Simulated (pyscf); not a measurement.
Single points on ωB97X-D3(BJ)/def2-SVP structures (PySCF, gas phase).

Q: How much does it cost (ΔH, 298 K, ωB97M-D3(BJ)/def2-TZVP) to split O=Ta(Cl)(Cl)–O–SiH₃ at its O–Ta bond into [O=Ta(Cl)–Cl]• + •O–SiH₃?

A: O–Ta to [O=Ta(Cl)–Cl]• + •O–SiH₃: 5.52 eV. The 7 functionals that were run give +5.43 (M06-2X) to +5.77 eV (ωB97X-D3(BJ)). The radicals are drawn with the spin at the cut bond; how far it spreads was not checked. •O–SiH₃ lies 1.08 eV over its isomer HO–SiH₂•, and others may lie lower still (electronic energy, ωB97M-D3(BJ)). Other isomers of [O=Ta(Cl)–Cl]• were not searched in full and may lie lower. Open-shell species with a d-block atom are single-reference here; other states, and whether the spin sits on metal or ligand, were not checked. Elements past Kr carry the def2 core potentials, without spin-orbit coupling.
